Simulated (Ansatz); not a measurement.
Reaction (formal exchange of groups at the Sn–C bond): `[CH3][SnH]([CH3])[NH2]` + `COCI` → `C[O][SnH]([CH3])[NH2]` + `CCI`

Calculated with Ansatz (gas phase, PBE0-D4/def2-TZVP geometries, no zero-point term in ΔE). CCSD(T)/CBS is the MP2 limit (def2-TZVPP, def2-QZVPP) plus CCSD(T) − MP2 in def2-TZVPP, frozen cores. Functionals use def2-TZVPP. def2 core potentials past Kr. For I, Sn outer-core shells are correlated without core-valence functions, which leaves a few kJ/mol of doubt a bond. One conformer a species, not always the lowest.

`[CH3][SnH]([CH3])[NH2]`:

Cartesian coordinates in Å:
```
C 1.474 -0.233 -1.283
Sn 0.217 0.459 0.299
C -1.842 0.453 -0.311
N 0.575 -0.794 1.867
H 2.509 -0.262 -0.940
H 1.175 -1.238 -1.583
H 1.403 0.426 -2.149
H 0.673 2.011 0.865
H -2.480 0.763 0.517
H -2.134 -0.551 -0.624
H -1.993 1.138 -1.147
H 0.203 -1.726 1.739
H 0.220 -0.448 2.749
```

`COCI`:

Cartesian coordinates in Å:
```
C 1.033 0.141 -0.621
O -0.180 0.788 -0.303
C -0.919 0.172 0.649
I -1.881 -1.697 -0.035
H 1.643 -0.009 0.278
H 1.563 0.786 -1.319
H 0.837 -0.830 -1.088
H -1.757 0.805 0.922
H -0.341 -0.156 1.516
```

`C[O][SnH]([CH3])[NH2]`:

Z-matrix (Å, degrees):
```
C
O 1 1.400
H 1 1.101 2 112.8
H 1 1.095 2 108.8 3 -119.0
H 1 1.101 2 112.7 3 122.1
Sn 2 1.980 1 119.8 3 -55.7
N 6 2.013 2 107.1 1 168.0
C 6 2.127 2 107.9 1 -74.5
H 6 1.711 2 106.5 1 51.3
H 7 1.012 6 113.6 2 -62.0
H 7 1.012 6 113.5 2 61.3
H 8 1.090 6 110.1 2 62.4
H 8 1.090 6 109.2 2 -57.3
H 8 1.090 6 110.0 2 -177.2
```

`CCI`:

```xyz
8

C     0.495   -0.183   -0.633
C    -0.405   -0.078    0.571
I    -1.024    1.947    0.942
H     0.783   -1.229   -0.781
H     1.406    0.404   -0.503
H    -0.006    0.162   -1.538
H     0.084   -0.390    1.491
H    -1.333   -0.633    0.451
```

Problem. Is it downhill or uphill in electronic energy at CCSD(T)/CBS, and by how much? (Estimate.)

Solution. Computed: Downhill: ΔE = -72.6 kJ/mol.

Problem. What do these levels give: PBE0-D4, ωB97M-V, B2PLYP, HF/def2-QZVPP, HF/CBS(def2), MP2/CBS(def2)? (Best estimate.)

Solution. Ansatz gave: PBE0-D4 -61.8, ωB97M-V -67.6, B2PLYP -68.7, HF/def2-QZVPP -80.8, HF/CBS(def2) -81.1, MP2/CBS(def2) -74.9 kJ/mol.

Largest T1 diagnostic among the species: 0.012.

In def2-TZVPP, CCSD(T) changes the Hartree–Fock value by +10.8 kJ/mol (the triples alone add +2.7 kJ/mol) and MP2 by +8.5 kJ/mol. From PBE to PBE0 (25 % exact exchange), in def2-TZVPP and without D4, ΔE moves by −4.8 kJ/mol.
